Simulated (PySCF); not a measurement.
Radial density of Sc⁺ (scandium, charge +1)

PBE0, [Ar] 3d1 4s1, high-spin 3D determinant. Computed with PySCF 2.14 in def2-SVP (5s3p2d1f, 31 functions), with no relativity, point nucleus.

| r (bohr) | 4πr²ρ (e/bohr) | 4πr²(ρα − ρβ) |
| --- | --- | --- |
| 0.00136 | 0.1339 | 0.0001 |
| 0.00229 | 0.3699 | 0.0002 |
| 0.00386 | 0.9868 | 0.0005 |
| 0.00649 | 2.486 | 0.0011 |
| 0.0109 | 5.861 | 0.0026 |
| 0.0184 | 12.13 | 0.0051 |
| 0.0309 | 20.48 | 0.0075 |
| 0.0520 | 24.74 | 0.0060 |
| 0.0874 | 20.09 | -0.0001 |
| 0.147 | 19.81 | 0.0101 |
| 0.247 | 26.31 | 0.0501 |
| 0.416 | 13.62 | 0.1382 |
| 0.700 | 7.327 | 0.4732 |
| 1.18 | 7.672 | 0.5809 |
| 1.98 | 1.723 | 0.4922 |
| 3.33 | 0.4317 | 0.4089 |
| 5.60 | 0.07672 | 0.0767 |
| 9.42 | 1.451e-05 | 0.0000 |
